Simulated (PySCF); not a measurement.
# A thermochemical cycle for MoBr

r²SCAN in PySCF with def2-TZVPPD on every atom (core potentials on Mo), for the lowest determinant that a PBE0 search found; no spin–orbit coupling. MoBr, a sextet (σ ↑, π ↑↑, δ ↑↑), has De = 3.39 eV to neutral atoms, and MoBr⁺, a quintet (σ ↑, π ↑, δ ↑↑), has De = 2.74 eV to Mo⁺ (4d5) + Br.

At the same level the Mo atom ionises at 7.58 eV.

**Question.** What is the adiabatic ionisation energy of the molecule, and does ionisation strengthen or weaken the bond?

**Answer.** IE = IE(Mo) + De(neutral) − De(ion) = 7.58 + 3.39 − 2.74 = 8.23 eV. De changes by -0.65 eV, so ionisation weakens the bond.

The metal atom is held in its measured ground configuration; semilocal functionals can put another filling of s and d lower by some tenths of an eV, and De to that atom would be smaller. These are scalar-relativistic numbers at best; spin–orbit coupling would shift them, the dissociation energy most. For an ion De counts to the pair picked by the measured ionisation energies or electron affinities, which need not be the lowest pair at this level. The state is the lowest single determinant that the PBE0 search found; with open d or f shells the true ground state can be another one.
